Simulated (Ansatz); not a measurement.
Relaxation of CH4Cl2Ge (8 atoms, charge 0, multiplicity 1), to a largest force component of 0.03 eV/Å in at most 50 steps.

The calculation used RKS B3LYP/def2-mTZVP (Ansatz 0.2.0).

```xyz
8
Properties=species:S:1:pos:R:3
Ge 0.021 -0.044 0.215
H 0.229 0.091 1.725
Cl 2.211 -0.085 0.038
Cl -0.782 1.788 -0.632
C -0.843 -1.592 -0.607
H -1.380 -2.159 0.153
H -1.543 -1.262 -1.372
H -0.084 -2.231 -1.055
```

Question: Where does it end, and by what steps?

Answer: The forces met the threshold. The force dipped under the threshold on the way, but the program's further checks kept it going. After 13 steps the energy has fallen by 0.282 eV; H7 moved furthest, 0.78 Å.

| step | energy less start (eV) | largest force component (eV/Å) | accepted |
| --- | --- | --- | --- |
| 0 | 0.0000 | 0.965 | yes |
| 1 | -0.2107 | 0.363 | yes |
| 2 | -0.2318 | 0.328 | yes |
| 3 | -0.2403 | 0.086 | yes |
| 4 | -0.2459 | 0.286 | yes |
| 5 | -0.2492 | 0.105 | yes |
| 6 | -0.2641 | 0.057 | yes |
| 7 | -0.2325 | 0.890 | no |
| 8 | -0.2715 | 0.046 | yes |
| 9 | -0.2749 | 0.196 | yes |
| 10 | -0.2767 | 0.220 | yes |
| 11 | -0.2813 | 0.007 | yes |
| 12 | -0.2817 | 0.020 | yes |
| 13 | -0.2819 | 0.020 | yes |

```xyz
8
Properties=species:S:1:pos:R:3
Ge 0.108 -0.070 0.261
H 0.260 -0.106 1.788
Cl 2.116 0.111 -0.568
Cl -0.976 1.759 -0.224
C -0.792 -1.583 -0.578
H -1.809 -1.669 -0.192
H -0.832 -1.433 -1.656
H -0.246 -2.503 -0.365
```

Whether the end is a true minimum wasn't checked by a vibrational analysis.

The run took 19 s on 4 threads of Intel(R) Xeon(R) Platinum 8488C (Sapphire Rapids), with other jobs on the host, peak memory 0.29 GiB.
